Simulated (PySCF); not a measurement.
## Calculated data, CH$_{4}$BFO

Computed with PySCF 2.14.0. Calculation on a computer-drawn molecule: the log of a Hartree-Fock and frozen-core CCSD(T) single point meant for a local Hartree-Fock minimum, with one planted fault or none, to be diagnosed. Offsets are logged minus clean, where the clean run is the same molecule without the fault. The reference is restricted for singlets and unrestricted otherwise, and also for a bond in bohr or an excited solution. Adding or removing an electron swaps singlet and doublet. The excited solution moves the top pair (singlet) or top alpha electron (doublet) to the lowest empty orbital. Highest occupied and lowest empty are orbital energies over both spins, largest force is the largest gradient component, triples share is (T) over the correlation energy, the T1 limit is 0.02 restricted and 0.045 unrestricted, electrons count all cores, a negative frequency is imaginary (commonest isotopes), and the dipole is about the centre of nuclear charge.

## CH$_{4}$BFO

Logged structure:
```xyz
8
CH4BFO
C     -0.7775    -1.7895    -1.2279
B     -2.0844    -0.9397    -1.0085
O     -2.2089     0.1336    -0.2064
F     -3.1920    -1.2939    -1.6663
H     -0.5186    -1.8029    -2.2910
H     -0.9618    -2.8295    -0.9411
H      0.0885    -1.4291    -0.6686
H     -1.4146     0.3655     0.2478
```

```
meant charge                         : 0
meant multiplicity                   : 1
meant basis                          : cc-pVDZ
logged electrons                     : 31
logged basis functions               : 76
logged SCF converged                 : yes
logged spin squared                  : 0.7653
logged highest occupied              : -21.709 eV
logged lowest empty                  : -10.353 eV
logged largest force                 : 0.16381 hartree/bohr
logged T1 diagnostic                 : 0.029516
logged D1 diagnostic                 : 0.17868
logged triples share                 : 0.027287
logged CC converged                  : yes
logged dipole magnitude              : 6.2074 debye
logged SCF stable within its kind    : yes
logged energy HF                     : -238.89392 hartree
logged energy CCSD(T)                : -239.52916 hartree
possible faults                      : no fault, one electron removed, one electron added, multiplicity raised by two, geometry at a saddle point, SCF held on an excited solution, minimal basis STO-3G, one bond length entered in bohr, all coordinates scaled
planted fault                        : one electron removed
HF energy offset from clean run      : 272.9 kcal/mol
CCSD(T) energy offset from clean run : 276.8 kcal/mol
```

Drawn bonds:
| atom | other atom | order |
| --- | --- | --- |
| 1 | 2 | 1 |
| 2 | 3 | 1 |
| 2 | 4 | 1 |
| 1 | 5 | 1 |
| 1 | 6 | 1 |
| 1 | 7 | 1 |
| 3 | 8 | 1 |
